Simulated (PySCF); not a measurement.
Species: C5H10SSi.
Numbering: `[CH2:1]1[CH2:2][C@@H:3]([SiH:4]2[CH2:5][CH2:6]2)[S:7]1`

NICS = −σ at a ghost point: NICS(0) at the centroid of the ring atoms, NICS(1) 1 Å to either side along the normal of their mean plane, zz for the tensor component along that normal. Level: GIAO PBE0/pcSseg-1 (PySCF, non-relativistic, gas phase) on the GFN2-xTB geometry, one conformer.

Rings: 1. C1–C2–C3–S7; 2. Si4–C5–C6.

```json
{"set": "P", "NICS(0)": "-0.6", "NICS(1), two faces": "1.1 / 1.4", "NICS(1)zz, two faces": "5.7 / 8.4"}
{"set": "Q", "NICS(0)": "-24.6", "NICS(1), two faces": "-7.6 / -6.7", "NICS(1)zz, two faces": "-16.0 / -13.6"}
```

**Question.** Which set (ppm) belongs to which ring?

**Answer.** P = 1, Q = 2.
- 1 (4-membered ring with S; formal bonds all single): mean NICS(1)zz 7.0 ppm, deshielded. C1, C2, C3 have four or more neighbours, and the NICS criterion for π rings isn't applied.
- 2 (3-membered ring with Si; formal bonds all single): mean NICS(1)zz -14.8 ppm, shielded. Si4, C5, C6 have four or more neighbours, so the value isn't read as a sign of a π ring current.

**Question.** How do the rings differ in shape?

**Answer.** 
```
ring            bond lengths (Å)  rms pucker (Å)  HOMA  nearest outside atom to a NICS(1) probe (Å)
   1  1.525, 1.531, 1.851, 1.832            0.12     –                                hydrogen 1.46
   2         1.883, 1.541, 1.883            0.00     –                                hydrogen 1.56
```

Shape of the structure used: `[CH2:1]1[CH2:2][C@@H:3]([SiH:4]2[CH2:5][CH2:6]2)[S:7]1`: C2–C3–Si4–C5 -45°.
